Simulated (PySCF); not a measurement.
C5H5ClO2.
Numbering: `[CH3:1][O:2][C:3](=[O:4])[C:5]1=[CH:6][C@H:7]1[Cl:8]` (hydrogens: H9, H10, H11 on C1; H12 on C6; H13 on C7)

Theory: PySCF, PBE0-D3(BJ)/def2-SVP geometry optimisation, gas phase.

Task: What internal coordinates does the optimisation give?

Result: 
```json
{"bond": "C1–O2", "length (Å)": "1.418"}
{"bond": "O2–C3", "length (Å)": "1.334"}
{"bond": "C3=O4", "length (Å)": "1.201"}
{"bond": "C3–C5", "length (Å)": "1.468"}
{"bond": "C5=C6", "length (Å)": "1.307"}
{"bond": "C6–C7", "length (Å)": "1.477"}
{"bond": "C7–Cl8", "length (Å)": "1.791"}
{"bond": "C5–C7", "length (Å)": "1.468"}
{"bond": "C1–H9, C1–H10, C1–H11", "length (Å)": "1.099"}
{"bond": "C6–H12", "length (Å)": "1.087"}
{"bond": "C7–H13", "length (Å)": "1.097"}
```

Bonds in one row agree within 0.01 Å and their mean is given. A selection of angles:
```json
{"angle": "O2–C1–H9", "degrees": "110.8"}
{"angle": "O2–C1–H11", "degrees": "106.3"}
{"angle": "H9–C1–H10", "degrees": "108.3"}
{"angle": "H9–C1–H11", "degrees": "110.4"}
{"angle": "C1–O2–C3", "degrees": "115.4"}
{"angle": "O2–C3–O4", "degrees": "124.7"}
{"angle": "O2–C3–C5", "degrees": "110.9"}
{"angle": "O4–C3–C5", "degrees": "124.3"}
{"angle": "C3–C5–C6", "degrees": "150.7"}
{"angle": "C3–C5–C7", "degrees": "145.1"}
{"angle": "C6–C5–C7", "degrees": "64.0"}
{"angle": "C5–C6–C7", "degrees": "63.3"}
{"angle": "C5–C6–H12", "degrees": "150.4"}
{"angle": "C7–C6–H12", "degrees": "146.1"}
{"angle": "C6–C7–Cl8", "degrees": "119.5"}
{"angle": "C6–C7–H13", "degrees": "123.1"}
{"angle": "Cl8–C7–H13", "degrees": "108.9"}
{"angle": "C5–C7–C6", "degrees": "52.7"}
{"angle": "C5–C7–Cl8", "degrees": "120.0"}
{"angle": "C5–C7–H13", "degrees": "123.0"}
```

Dihedral angles: C1–O2–C3–O4 0° (synperiplanar); O2–C3–C5–C6 7° (synperiplanar); C3–C5–C6–C7 174° (antiperiplanar); C5–C6–C7–Cl8 -107° (anticlinal); C3–C5–C7–C6 -175° (antiperiplanar).

The 3-membered ring C5–C6–C7 has internal angles of 52.7° to 64.0°. The 3 C–O bonds span 1.201 Å (C3=O4, drawn double) to 1.418 Å (C1–O2, drawn single), a spread of 0.217 Å. The 4 C–C bonds span 1.307 Å (C5=C6, drawn double) to 1.477 Å (C6–C7, drawn single), a spread of 0.170 Å. Of the pairs four or more bonds apart, O4···H9 is among the closest relative to their van der Waals radii: 2.62 Å, 96 % of the sum of Bondi's values.

Point group: C1 (no symmetry element, even within 0.4 Å). Not checked by PBE0-D3(BJ)/def2-SVP frequencies. The numbers are those of one conformer.

On one thread of an Intel Xeon Platinum 8488C, no GPU, shared host with 96 logical CPUs at a one-minute load of 44, this took 1.8 min of wall time and 0.64 GiB of memory at its peak. That covers the optimisation of the geometry.
